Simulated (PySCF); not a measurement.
CH3Cl2Si, SMILES [Si](Cl)(C)Cl, multiplicity 2.

Coordinates come from a PBE-D3(BJ)/def2-SVP optimisation. The isomer is the one that the SMILES or the coordinates give; other isomers of the formula were not compared.

Level of theory: PySCF with PBE-D3(BJ)/def2-SVP.

Frequencies are harmonic and unscaled.

Question: Estimate the vibrational spectrum. (Estimate from the structure and the level; the computed values follow.)

Answer: 
```tsv
mode	ν (cm⁻¹)	IR (km/mol)	moving atoms (share of kinetic energy)
1	145	0.0	H 99 %
2	161	2.6	Cl 74 %, Si 15 %, C 8 %
3	173	0.1	C 37 %, Cl 29 %, H 27 %
4	227	4.5	Si 41 %, Cl 24 %, H 18 %, C 17 %
5	467	31.6	Cl 50 %, Si 35 %, C 10 %
6	545	114.0	Si 56 %, Cl 37 %
7	682	56.2	C 43 %, Si 41 %, H 14 %
8	747	25.1	H 74 %, C 18 %
9	772	54.5	H 72 %, C 19 %, Si 8 %
10	1191	7.5	H 80 %, C 20 %
11	1364	5.4	H 96 %
12	1370	7.7	H 96 %
13	2975	0.1	H 97 %
14	3083	0.2	H 91 %, C 9 %
15	3098	0.1	H 90 %, C 10 %
```
